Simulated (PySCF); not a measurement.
Compound: BiMe2I, C2H6BiI.
Bonds: Bi1–C2, Bi1–C6, Bi1–I10. Hydrogens: H3, H4, H5 on C2; H7, H8, H9 on C6.

Method: PBE0-D3(BJ)/def2-SVP geometry optimisation, gas phase, def2 core potentials past Kr (PySCF); density fitting, grid level 1; the optimiser is geomeTRIC in internal coordinates, started from a GFN2-xTB structure with every atom displaced at random (about 0.03 Å).

Step 0: E = -16110.4180 eV
```
atom  x, y, z in Å  |  force x, y, z in eV/Å
Bi1    -0.2437   -0.6058    1.2966   -0.653   1.174   0.212
C2      1.5534   -0.5491    0.0121    1.025  -1.261  -0.797
H3      1.2467   -0.4935   -1.0545    0.150  -0.167   0.418
H4      2.2439   -1.4285    0.1886   -0.878   0.524  -0.258
H5      2.1654    0.3068    0.2400    0.283   0.944   0.239
C6     -1.2530    1.1137    0.0192    2.761  -0.117   0.299
H7     -2.2896    1.0817    0.1334   -2.171  -0.220   0.198
H8     -0.9407    0.9677   -1.0293   -0.114  -0.010   0.219
H9     -0.8690    2.0776    0.4066   -0.030  -0.200  -0.139
I10    -1.4887   -2.5472   -0.2084   -0.374  -0.667  -0.391
```

Step 1: E = -16110.6001 eV
```
atom  x, y, z in Å  |  force x, y, z in eV/Å
Bi1    -0.3054   -0.5249    1.2770    0.212  -0.709  -0.141
C2      1.5874   -0.5175   -0.0078    0.158   0.048   0.128
H3      1.3104   -0.5069   -1.0691   -0.091  -0.012  -0.028
H4      2.2084   -1.3996    0.2002   -0.124  -0.090   0.032
H5      2.1930    0.3763    0.2220   -0.172   0.023   0.027
C6     -1.2172    1.0966    0.0466   -0.068   0.194  -0.072
H7     -2.3092    1.0572    0.1578    0.035   0.062  -0.099
H8     -0.9072    0.9213   -0.9904   -0.139   0.095  -0.072
H9     -0.8255    2.0585    0.4096   -0.048   0.045  -0.056
I10    -1.6100   -2.6377   -0.2415    0.237   0.344   0.281
```

Step 2: E = -16110.6384 eV
```
atom  x, y, z in Å  |  force x, y, z in eV/Å
Bi1    -0.2794   -0.5581    1.2700   -0.099   0.052  -0.158
C2      1.5968   -0.5389   -0.0058    0.123   0.134   0.016
H3      1.3094   -0.5231   -1.0645   -0.034   0.004  -0.024
H4      2.2035   -1.4290    0.1992   -0.012  -0.081   0.035
H5      2.1869    0.3625    0.2364   -0.104  -0.063  -0.017
C6     -1.2297    1.1155    0.0401   -0.003  -0.121   0.164
H7     -2.3243    1.0760    0.1561    0.127   0.001  -0.026
H8     -0.9459    0.9688   -1.0085   -0.039  -0.002  -0.060
H9     -0.8444    2.0785    0.4059   -0.006   0.023   0.003
I10    -1.5484   -2.6291   -0.2246    0.048   0.054   0.067
```

**Question.** Estimate the geometry and energy of step 3. (The exact step hangs on the optimiser's Hessian estimate; all steps are aligned on step 2, rigid shifts and turns removed.)

**Answer.** E = -16110.6409 eV, largest force 0.109 eV/Å
```
atom  x, y, z in Å  |  force x, y, z in eV/Å
Bi1    -0.2824   -0.5538    1.2583    0.010   0.038   0.102
C2      1.5939   -0.5377   -0.0078    0.074   0.004  -0.031
H3      1.3059   -0.5223   -1.0673    0.000  -0.003   0.006
H4      2.1919   -1.4342    0.2053   -0.013   0.009   0.000
H5      2.1750    0.3646    0.2387   -0.010  -0.013  -0.009
C6     -1.2232    1.1100    0.0418   -0.004   0.012  -0.003
H7     -2.3146    1.0707    0.1598    0.019   0.012  -0.005
H8     -0.9504    0.9688   -1.0119   -0.026   0.012  -0.012
H9     -0.8393    2.0740    0.4081   -0.007   0.008  -0.011
I10    -1.5322   -2.6167   -0.2207   -0.042  -0.080  -0.036
```

The energy changes by -0.0025 eV. The first-order estimate −F·Δx gives -0.0082 eV and the mean of the old and new forces, exact on a quadratic surface, -0.0027 eV. The step makes an angle of 56° with the force vector and moves no atom by more than 0.021 Å.

What follows is the cost of the whole optimisation. The run took 71 s on Arm Neoverse V1, one thread, no GPU, shared host with 32 logical CPUs at a one-minute load of 26, and the process peaked at 0.46 GiB of memory.
